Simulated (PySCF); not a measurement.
H3P2, SMILES [PH]P, multiplicity 2. Atoms are numbered in the order given.

```xyz
5

P      0.9657    -0.4382     0.4142
P     -0.8875     0.3185    -0.4571
H      1.6758     0.7431     0.0091
H     -1.0631     1.5181     0.3040
H     -1.7857    -0.4652     0.3298
```
Charge 0, spin multiplicity 2.

The structure is a stationary point at PBE-D3(BJ)/def2-TZVP. The isomer is the one that the SMILES or the coordinates give; other isomers of the formula were not compared.

Computed with PBE-D3(BJ)/def2-TZVP in PySCF.

Frequencies are harmonic and unscaled.

```
mode  ν (cm⁻¹)  IR (km/mol)  moving atoms (share of kinetic energy)
----  --------  -----------  --------------------------------------
1          309          4.0                                  H 97 %
2          423          4.9                           P 92 %, H 8 %
3          581          1.1                          H 86 %, P 14 %
4          595          6.8                                  H 99 %
5          867          8.0                                  H 93 %
6         1046         24.8                                  H 97 %
7         2298         31.1                                  H 97 %
8         2306         31.2                                  H 97 %
9         2344         42.3                                  H 97 %
```
